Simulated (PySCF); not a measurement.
C4H3F3O, SMILES FC1(F)CC=C(O1)F. Atoms are numbered in the order given.

```xyz
11

F      0.6799    -2.4358     0.0000
C      0.0517    -1.2981     0.0000
C     -1.2517    -1.0278     0.0000
C     -1.3745     0.4651     0.0000
C      0.0935     0.9109     0.0000
F      0.4150     1.6396     1.0743
F      0.4150     1.6396    -1.0743
O      0.8884    -0.2351     0.0000
H     -2.0574    -1.7561     0.0000
H     -1.8763     0.8728     0.8912
H     -1.8763     0.8728    -0.8912
```
Charge 0, spin multiplicity 1.

Geometry: PBE0-D3(BJ)/def2-SVP. This is a generated structure with no PubChem entry under its InChIKey; it may be hypothetical. The values are those of a single conformer.

All values below come from PySCF with ωB97X/def2-TZVP.

Atomic charges (e):

| atom | Mulliken | IAO | Löwdin |
|---|---|---|---|
| F1 | -0.16 | -0.23 | 0.26 |
| C2 | 0.36 | 0.50 | -0.42 |
| C3 | -0.31 | -0.31 | -0.20 |
| C4 | -0.19 | -0.30 | -0.20 |
| C5 | 0.48 | 0.76 | -0.60 |
| F6 | -0.18 | -0.29 | 0.20 |
| F7 | -0.18 | -0.29 | 0.20 |
| O8 | -0.25 | -0.35 | 0.31 |
| H9 | 0.16 | 0.17 | 0.15 |
| H10 | 0.13 | 0.17 | 0.15 |
| H11 | 0.13 | 0.17 | 0.15 |

Give the Mayer and Wiberg (Löwdin basis) orders of the bonds. (The exact figures need the calculation; the answer reports its results.)


```csv
bond,Mayer,Wiberg
F1–C2,1.14,1.85
C2–C3,1.82,1.92
C3–C4,1.00,1.21
C4–C5,1.01,1.10
C5–F6,1.14,1.76
C5–F7,1.14,1.76
C2–O8,1.08,1.53
C5–O8,1.03,1.41
C3–H9,0.95,0.85
C4–H10,0.95,0.84
C4–H11,0.95,0.84
```
